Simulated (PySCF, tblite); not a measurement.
Isomers of C6H9NOSi. Computed values, GFN2-xTB/tblite, gas phase, harmonic and unscaled. Against measured fundamentals such values can be off by several per cent, at times by over 20. Modes of hydrogen on silicon can be 10 to 20 % off. One conformer each.

Electronic energies: PBE0/pcSseg-1 single points on the GFN2-xTB geometries (PySCF, gas phase).

```tsv
SMILES	electronic energy, lowest = 0 (kcal/mol)
N#CCC1=C[SiH2]CCO1	1.0
C=CC[C@]([SiH3])(C#N)C=O	20.6
N#CC[C@H]1C[SiH2]C=CO1	0.0
CC/C=C/[Si@@H](C#N)C=O	10.0
CC(=O)/C(=C\C#N)C[SiH3]	7.3
C#C[C@H](/C=C\[SiH3])NC=O	44.0
```

How do GFN2-xTB zero-point energies change the relative energies?

```
                   SMILES  ZPE (kcal/mol)  of it from modes above 1550 cm⁻¹  electronic (kcal/mol)  with ZPE, lowest = 0 (kcal/mol)  lowest mode (cm⁻¹)  rings
   N#CC[C@H]1C[SiH2]C=CO1            83.8                              42.0                    0.0                              0.0                  54      1
       N#CCC1=C[SiH2]CCO1            83.8                              42.1                    1.0                              1.1                  26      1
  CC(=O)/C(=C\C#N)C[SiH3]            80.2                              43.9                    7.3                              3.8                  17      0
   CC/C=C/[Si@@H](C#N)C=O            82.6                              45.5                   10.0                              8.8                 15i      0
 C=CC[C@]([SiH3])(C#N)C=O            80.2                              44.0                   20.6                             17.0                  47      0
C#C[C@H](/C=C\[SiH3])NC=O            79.6                              44.5                   44.0                             39.8                  26      0
```

The zero-point energies span 4.2 kcal/mol, from `C#C[C@H](/C=C\[SiH3])NC=O` to `N#CCC1=C[SiH2]CCO1`. Slightly imaginary modes are left out of the zero-point energy: `CC/C=C/[Si@@H](C#N)C=O` 15.0i cm⁻¹. The order is unchanged.

And how do the electronic energies of GFN2-xTB itself compare?

`N#CC[C@H]1C[SiH2]C=CO1` 1.9; `N#CCC1=C[SiH2]CCO1` 0.0; `CC(=O)/C(=C\C#N)C[SiH3]` 8.0; `CC/C=C/[Si@@H](C#N)C=O` 45.2; `C=CC[C@]([SiH3])(C#N)C=O` 19.0; `C#C[C@H](/C=C\[SiH3])NC=O` 29.9 kcal/mol, lowest = 0. Against the energies above, taken from the same isomer `N#CC[C@H]1C[SiH2]C=CO1`, the largest difference is 33.3 kcal/mol.

What do entropy and thermal enthalpy add at 298.15 K and 1 bar (rigid rotor, harmonic oscillator, one conformer each)?

```
                   SMILES  point group  symmetry number  S (cal/(mol K))  H − H(0) (kcal/mol)  ZPE + H − H(0) − TS (kcal/mol)
   N#CC[C@H]1C[SiH2]C=CO1           C1                1             95.9                 6.61                            61.8
       N#CCC1=C[SiH2]CCO1           C1                1             97.9                 6.69                            61.3
 C=CC[C@]([SiH3])(C#N)C=O           C1                1            105.6                 7.83                            56.5
C#C[C@H](/C=C\[SiH3])NC=O           C1                1            107.7                 7.85                            55.3
```

Not tabulated: `CC(=O)/C(=C\C#N)C[SiH3]` (lowest mode only 17 cm⁻¹); `CC/C=C/[Si@@H](C#N)C=O` (lowest mode only 15i cm⁻¹).
